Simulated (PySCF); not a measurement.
F3Si, multiplicity 2. Atoms are numbered in the order given.

```xyz
4

F      1.2796     0.7388    -0.1944
Si     0.0000     0.0000     0.3750
F     -1.2796     0.7388    -0.1944
F      0.0000    -1.4776    -0.1944
```
Charge 0, spin multiplicity 2.

Geometry optimised at r2SCAN-D4/def2-TZVP. The isomer is the one that the SMILES or the coordinates give; other isomers of the formula were not compared.

Computed with r2SCAN-D4/def2-TZVP in PySCF.

Frequencies are harmonic and unscaled.

Modes within 1.5 cm⁻¹ of each other (mostly degenerate sets) share a row, with their intensities summed.

```json
[
 {"mode": "1–2", "ν (cm⁻¹)": "284", "IR (km/mol)": "20.0", "moving atoms (share of kinetic energy)": "F 87 %, Si 13 %"},
 {"mode": "3", "ν (cm⁻¹)": "401", "IR (km/mol)": "56.2", "moving atoms (share of kinetic energy)": "F 59 %, Si 41 %"},
 {"mode": "4", "ν (cm⁻¹)": "830", "IR (km/mol)": "69.6", "moving atoms (share of kinetic energy)": "F 74 %, Si 26 %"},
 {"mode": "5–6", "ν (cm⁻¹)": "959", "IR (km/mol)": "361.3", "moving atoms (share of kinetic energy)": "F 52 %, Si 48 %"}
]
```
